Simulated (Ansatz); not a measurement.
Consider the formal exchange of groups at the Se–C bond: `N=COC[SeH]` + `O=CC[SiH3]` → `O=CC([SiH3])[SeH]` + `COC=N`.

Computed with Ansatz on PBE0-D4/def2-TZVP structures; ΔE is electronic, products minus reactants. CCSD(T)/CBS is the MP2 limit (def2-TZVPP, def2-QZVPP) plus CCSD(T) − MP2 in def2-TZVPP, frozen cores. Functionals use def2-TZVPP. For Se outer-core shells are correlated without core-valence functions, which leaves a few kJ/mol of doubt a bond. Scalar relativity is left out up to krypton. One conformer a species, not always the lowest.

```tsv
species	PBE0-D4 energy (Eh)
`N=COC[SeH]`	-2610.28848
`O=CC[SiH3]`	-444.29508
`O=CC([SiH3])[SeH]`	-2845.56722
`COC=N`	-209.02563
```

Problem. Work out ΔE.

Solution. ΔE = (-2845.56722) + (-209.02563) − (-2610.28848) − (-444.29508) = -0.00929 Eh = -5.8 kcal/mol. CCSD(T)/CBS gives -5.6 kcal/mol.

Largest T1 diagnostic among the species: 0.014.

The D4 term adds −1.5 kcal/mol with B3LYP and −0.8 kcal/mol with PBE0; it sums over pairs of atoms, weighted by their polarisabilities, and B3LYP, whose exchange is more repulsive, gets the larger term. In def2-TZVPP, CCSD(T) changes the Hartree–Fock value by −2.6 kcal/mol (the triples alone add −0.6 kcal/mol) and MP2 by −4.2 kcal/mol.

B3LYP here is the variant with VWN-RPA as its local correlation; programs differ in this.
